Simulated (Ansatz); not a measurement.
```yaml
crystal:
  periodic: [false, false, false]
  atoms:
    - {symbol: B, position_ang: [1.374035, 0.490555, -0.711019]}
    - {symbol: Al, position_ang: [2.165227, -1.156170, -1.806810]}
    - {symbol: Al, position_ang: [-0.101942, -0.127593, 0.474766]}
    - {symbol: Al, position_ang: [1.127263, 2.346044, -1.259092]}
basis:
  gaussian: {orbitals: ANO-RCC-VTZP}
total_charge: -1
magnetization: {spin_polarized: true, initial_magnetization: 1}
hamiltonian: {xc: {name: r2SCAN50}, dispersion: d4}
```

```sh
$ ansatz run in.yaml --threads 4 --pin off --events-out ev --progress --plain --max-ram 3916MiB
```

It prints (some lines left out):

```
Functional definition: r2SCAN50
1566 factors; their error is unknown
mean field evaluation 1: about -20496.9256 eV, gradient 1.4e1 eV
mean field evaluation 2: about -20495.6567 eV, gradient 1.8e1 eV
mean field evaluation 4: about -20498.3308 eV, gradient 1.0e0 eV
mean field evaluation 8: about -20498.3679 eV, gradient 1.5e-1 eV
mean field evaluation 16: about -20498.3779 eV, gradient 3.8e-2 eV
mean field evaluation 32: about -20498.3794 eV, gradient 2.1e-3 eV
mean field evaluation 64: about -20498.3794 eV, gradient 1.8e-5 eV
mean field -20498.37944632 eV, -753.3015503518 hartree, gradient 1.1e-5 eV, S^2 0.894959; 6 other end points of the search recorded, 0 dependent functions left out
reference -20498.37946362 eV, -753.3015509875 hartree; 23, 22 occupied and 109, 110 virtual orbitals, 1566 factors
Total energy: -20498.46002020 eV, -753.3045113872 hartree
Relativity: scalar
```

It took 28 s on 4 threads of Arm Neoverse V1 on a shared host, peak host memory 0.73 GiB.

DK, ANO-RCC and x2c sets are all-electron and run with scalar relativity unless a key says otherwise. The highest occupied level of an anion often lies above zero with these methods, and sets without diffuse functions describe the outer electron poorly. The charge -1 doublet is spin-contaminated (final ⟨S²⟩ up to 0.89, 0.75 for a pure state).
